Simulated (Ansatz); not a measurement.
(KH)3 ring (K3H3). Charge 0, multiplicity 1. Geometry r2SCAN-D4/def2-TZVP.

Cartesian coordinates in Å:
```
K 1.412 1.965 -0.649
H 2.317 0.125 0.726
K 0.976 -1.837 1.397
H -1.371 -1.907 0.630
K -2.388 -0.128 -0.748
H -0.946 1.782 -1.356
```

LC-ωPBE has ω = 0.4 bohr⁻¹.

(1) Estimate the orbital energies around the gap (eV) in Ansatz with HF/STO-3G, PBE-D4/def2-SVP, r2SCAN-D4/def2-TZVP, PBE0-D4/def2-SVP, LC-ωPBE/def2-TZVP.

Results:

(1) 
```csv
orbital,HF/STO-3G,PBE-D4/def2-SVP,r2SCAN-D4/def2-TZVP,PBE0-D4/def2-SVP,LC-ωPBE/def2-TZVP
HOMO−5,-22.84,-17.51,-17.84,-19.48,-22.29
HOMO−4,-22.84,-17.51,-17.83,-19.48,-22.29
HOMO−3,-22.82,-17.49,-17.80,-19.45,-22.24
HOMO−2,-5.57,-4.06,-4.14,-5.06,-7.76
HOMO−1,-4.37,-3.56,-3.68,-4.54,-7.17
HOMO,-4.37,-3.56,-3.68,-4.54,-7.17
LUMO,5.96,-0.70,0.10,-0.24,0.71
LUMO+1,5.96,-0.70,0.10,-0.24,0.71
LUMO+2,7.44,-0.56,0.17,-0.13,0.79
LUMO+3,9.54,-0.09,0.44,0.46,1.89
LUMO+4,10.77,0.72,1.01,1.10,2.60
LUMO+5,10.77,0.72,1.49,1.10,2.60
```
